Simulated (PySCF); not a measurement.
Distorted geometries of [ReOCl3]2+

[ReOCl3]2+ (singlet). PySCF 2.14.0, RKS PBE0, Re def2-SVP with ECP60, O def2-SVP, Cl def2-SVP; non-relativistic Hamiltonian with scalar-relativistic core potentials where named; density fitting; no spin-orbit coupling. Relaxed geometry:

```xyz
5

Re    0.0518    0.0000   -0.0811
O     1.2436    0.0000   -1.2075
Cl    0.2959    1.7729    1.0973
Cl   -1.8149    0.0000   -1.1343
Cl    0.2959   -1.7729    1.0973
```

Task: Order these distorted geometries by energy above the relaxed one, lowest first.
A.
```xyz
5

Re    0.0248    0.0365   -0.0715
O     1.2923   -0.0662   -1.2229
Cl    0.3064    1.8187    1.0950
Cl   -1.7889   -0.0122   -1.0802
Cl    0.2377   -1.7768    1.0513
```
B.
```xyz
5

Re   -0.0002   -0.0037   -0.0575
O     1.2925   -0.0283   -1.2363
Cl    0.2806    1.7237    1.0318
Cl   -1.8208    0.0184   -1.0841
Cl    0.3203   -1.7100    1.1178
```
C.
```xyz
5

Re    0.1345   -0.0138   -0.0523
O     1.1731    0.0047   -1.4374
Cl    0.2509    1.7557    1.0947
Cl   -1.8744    0.0478   -1.0577
Cl    0.3882   -1.7945    1.2243
```

Result: A (0.26 eV), B (0.51 eV), C (0.57 eV).

Task: Which forces (eV/Å) act in the one that lies 0.51 eV up?

Result: 
```
Re   5.30 -1.04 -4.96
O   -4.09  0.12  3.47
Cl   0.23  2.09  1.40
Cl  -1.42 -0.06 -0.74
Cl  -0.02 -1.11  0.83
```
Forces carry noise of the integration grid, about 0.01 to 0.03 eV/Å.
